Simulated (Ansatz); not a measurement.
Interaction energy ladder

The pair of K⁺ (SMILES [K+], atom 1) and SbH₃ (SMILES [SbH3], atoms 2–5), both closed shells, in one local arrangement (a lower one may exist), relaxed at PBE0-D4/def2-TZVP:

```
atom    x (Å)    y (Å)    z (Å)
  K1  -0.1307   0.2117  -3.4400
 Sb2   0.0066  -0.0111   0.2029
  H3   0.6091  -1.3906   0.9723
  H4  -1.3916   0.1011   1.1465
  H5   0.9067   1.0889   1.1183
```

Computed with Ansatz 0.2.0 (basis: def2-TZVPPD, with def2-QZVPPD for the basis limit); correlated methods freeze the cores. Filled d shells of the heavier atoms are correlated. Core potentials replace the inner electrons of the atoms past krypton. The outer core shell of Li, Na, Mg and K is correlated. The def2 sets are not built for correlating such inner shells, so the correlated values are less sure here. B3LYP uses VWN-RPA correlation. Extrapolation: Hartree–Fock as exp(−7.88 √X), correlation as X^−2.97. Interaction energies count from these two fragments, frozen as in the pair, with the counterpoise correction; negative means bound.

Q: What is the interaction energy by CCSD(T) at an estimated basis limit (MP2 extrapolated from triple and quadruple zeta, plus CCSD(T) − MP2 in triple zeta)? (An estimate is asked for; the value comes from the calculation.)

A: Computed: -8.32 kcal/mol. Hartree–Fock alone gives -7.33 kcal/mol at the basis limit. It counts from the two fragments frozen as in the pair.

The same quantity by other methods in triple zeta, and each one's difference from that estimate:
| method | E_int (kcal/mol) | difference |
| --- | --- | --- |
| PBE-D4 | -8.86 | -0.54 |
| revPBE-D4 | -7.88 | 0.43 |
| BLYP-D4 | -7.89 | 0.43 |
| r2SCAN-D4 | -7.89 | 0.43 |
| B97M-V | -7.68 | 0.64 |
| PBE0-D4 | -8.89 | -0.58 |
| B3LYP-D4 | -8.26 | 0.05 |
| HSE06-D4 | -8.92 | -0.61 |
| wB97X-V | -8.59 | -0.27 |
| wB97M-V | -8.33 | -0.02 |
| B2PLYP | -7.55 | 0.77 |
| HF | -7.22 | 1.10 |
| MP2 | -7.53 | 0.78 |
| CCSD | -7.51 | 0.80 |
| CCSD(T) | -7.59 | 0.73 |
Differences are method less estimate.

Q: Which atoms make the shortest contact between the fragments?

A: K1 and Sb2, 3.65 Å apart.

Energy to bend the free fragments (PBE0-D4 minima) into their shapes in the pair, CCSD(T)/def2-TZVPPD: SbH₃ 0.48 kcal/mol. This must be added to the interaction energy to get the binding energy from relaxed fragments.

Basis-set superposition shift (counterpoise-corrected less uncorrected): CCSD(T) 0.47; MP2 0.46; HF 0.03; PBE0-D4 0.06; wB97M-V 0.05 kcal/mol.

No T1 diagnostic of these runs exceeds 0.014.

For scale, one of the runs: CCSD(T)/def2-TZVPPD, 143 basis functions, launched by `ansatz run in.yaml --threads 2 --pin off --events-out ev --progress --plain --max-ram 5222MiB`. The run took 22 s on 2 CPU threads of an Arm Neoverse V1 (shared host), with 0.95 GiB of host memory at its peak.
